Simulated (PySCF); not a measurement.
ITl, charge -1, doublet, geometry from GFN2-xTB (such geometries of metal compounds can be far from the true shape) (a state made from the parent by changing its charge; the spin is typed, not shown lowest) (core potentials on I, Tl) (in this run its highest filled SCF level lies above zero, so its values depend strongly on the basis, on diffuse functions most of all). Base run: PBE/def2-SV(P) (PySCF).

PySCF was given this input:
```python
from pyscf import gto, scf, dft

mol = gto.M(
    atom='''
Tl   -0.00000000   -0.00000000   -1.17686441
I     0.00000000    0.00000000    1.79860409
''',
    basis='def2-sv(p)',
    ecp={'I': 'def2-sv(p)', 'Tl': 'def2-sv(p)'},
    charge=-1,
    spin=1,
    verbose=4,
)

mf = dft.UKS(mol)
mf.xc = 'pbe'
mf.kernel()
mf.analyze()
```

Each row names what was changed in the base input (with any setting that the change needs).

```tsv
change	basis functions	E (Eh)	HOMO (eV)
base	52	-470.33142	2.03
basis = Sapporo-DKH3-DZP-2012; relativity = none (without ecp={'I': 'def2-sv(p)', 'Tl': 'def2-sv(p)'})	125	-22992.93661	1.03
basis = jorge-DZP-DKH; relativity = none (without ecp={'I': 'def2-sv(p)', 'Tl': 'def2-sv(p)'})	111	-25246.15072	0.46
basis = Sapporo-DKH3-DZP-2012; relativity = spin-free X2C; nucleus = Gaussian (with nucmod='G'; without ecp={'I': 'def2-sv(p)', 'Tl': 'def2-sv(p)'})	125	-27363.00039	1.68
basis = jorge-DZP-DKH; relativity = spin-free X2C; nucleus = Gaussian (with nucmod='G'; without ecp={'I': 'def2-sv(p)', 'Tl': 'def2-sv(p)'})	111	-27327.95731	2.13
basis = Sapporo-DKH3-DZP-2012; relativity = spin-free X2C (without ecp={'I': 'def2-sv(p)', 'Tl': 'def2-sv(p)'})	125	-27366.52731	1.68
basis = ANO-RCC-VDZP; relativity = none (without ecp={'I': 'def2-sv(p)', 'Tl': 'def2-sv(p)'})	111	-22813.72460	1.16
basis = jorge-DZP-DKH; relativity = spin-free X2C (without ecp={'I': 'def2-sv(p)', 'Tl': 'def2-sv(p)'})	111	-27331.51895	2.13
basis = ANO-RCC-VDZP; relativity = spin-free X2C (without ecp={'I': 'def2-sv(p)', 'Tl': 'def2-sv(p)'})	111	-27368.83494	2.30
basis = ANO-RCC-VDZP; relativity = spin-free X2C; nucleus = Gaussian (with nucmod='G'; without ecp={'I': 'def2-sv(p)', 'Tl': 'def2-sv(p)'})	111	-27363.92655	2.30
```

Absolute energies of different levels of theory aren't comparable as measures of quality.

Open shells are given as the SCF converged; they aren't shown to be the lowest states, and a large step between rows can be another state.

Basis sets contracted for a relativistic Hamiltonian are a mismatch without it, so the rows without relativity aren't non-relativistic limits. No row has spin-orbit coupling; sets with core potentials leave out the core electrons.
